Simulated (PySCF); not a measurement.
PySCF 2.14 output of an unrestricted MN15 calculation on a single atom or ion in aug-cc-pVQZ-PP with ECP10MDF (7s7p6d4f3g2h, 135 functions), with a scalar-relativistic core potential:

```
SCF conv_tol = 1e-09
number electrons alpha = 10  beta = 9
    H. S. Yu, X. He, S. L. Li, and D. G. Truhlar.,  Chem. Sci. 7, 5032-5051 (2016)
    H. S. Yu, X. He, S. L. Li, and D. G. Truhlar.,  Chem. Sci. 7, 5032-5051 (2016)
cycle= 1 E= -226.814340523145  delta_E= -0.161  |g|= 0.175  |ddm|= 0.736
cycle= 2 E= -226.815449598426  delta_E= -0.00111  |g|= 0.105  |ddm|= 0.14
cycle= 3 E= -226.816062828537  delta_E= -0.000613  |g|= 0.0531  |ddm|= 0.0295
cycle= 4 E= -226.816361943827  delta_E= -0.000299  |g|= 0.000594  |ddm|= 0.0116
cycle= 5 E= -226.816362072078  delta_E= -1.28e-07  |g|= 4.58e-05  |ddm|= 0.000603
cycle= 6 E= -226.816362073902  delta_E= -1.82e-09  |g|= 8.6e-06  |ddm|= 8.19e-05
cycle= 7 E= -226.816362073923  delta_E= -2.11e-11  |g|= 9.93e-07  |ddm|= 8.06e-06
converged SCF energy = -226.816362073923  <S^2> = 0.75163145  2S+1 = 2.0016308
```

The run itself started from symmetry-adapted Hartree-Fock orbitals and held the occupation by maximum overlap, on a logarithmic radial grid, so the iterations belong to that start.

Problem. Which element, charge and spin multiplicity is this?

Solution. Zn+ (zinc, charge +1), multiplicity 2; the state was [Ar] 3d9 4s2, 2D determinant (an excited configuration).

Energies and moments cover only the electrons outside the core potential.
